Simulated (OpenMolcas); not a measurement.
Computed levels of 5s2 5p4 in ions with 52 electrons, in cm-1 above 3P2.

```yaml
Program: OpenMolcas 26.06
Method: RASSCF
Basis: ANO-RCC-VTZP
Scalar_Hamiltonian: DKH2, point nucleus
Spin-orbit_coupling: RASSI with atomic mean-field integrals over the reference wave functions, term energies averaged over their components
```

Active space for each ion: 6 electrons in 9 orbitals (RAS2 5s 5p; RAS3 5d, at most 2 electrons).

```
Level     Te   Xe2+
  3P1   4109   8317
  3P0   4493   7772
  1D2  11767  17989
  1S0  23557  35154
```

Problem. Estimate 3P0, 1D2, 1S0 for I+ from its neighbours Te and Xe2+.

Solution. 3P0 is fine structure, which grows about as the fourth power of a screened charge, so the fourth roots are averaged: ((4493^0.25 + 7772^0.25) / 2)^4 = 5965. The calculation gives 6136, so the estimate is off by -2.8 %; the measured value is 6448 (NIST Handbook of Basic Atomic Spectroscopic Data).
1D2 is another term, which grows about linearly with the charge: (11767 + 17989) / 2 = 14878. The calculation gives 14756, so the estimate is off by +0.8 %; the measured value is 13727 (NIST Handbook of Basic Atomic Spectroscopic Data).
1S0 is another term, which grows about linearly with the charge: (23557 + 35154) / 2 = 29356. The calculation gives 29206, so the estimate is off by +0.5 %; the measured value is 29501 (NIST Handbook of Basic Atomic Spectroscopic Data).

Active for correlation alone: 5d; no level in the range computed is led by a configuration that fills it, so any true level of that kind is missing (holds for Te). The run also gave levels led by 5s2 5p3 5d, which use shells meant for correlation; these and all levels above them are left out (holds for I+). The run also gave levels led by 5s 5p4 5d, which use shells meant for correlation; these and all levels above them are left out (holds for Xe2+). Measured partners are found by configuration, term and J. A level has none where our copy of the source lacks it or the pairing is in doubt (some pairs that miss far off the trend of their configuration count as doubtful), and it then counts in no deviation. Only configurations of the active space appear.
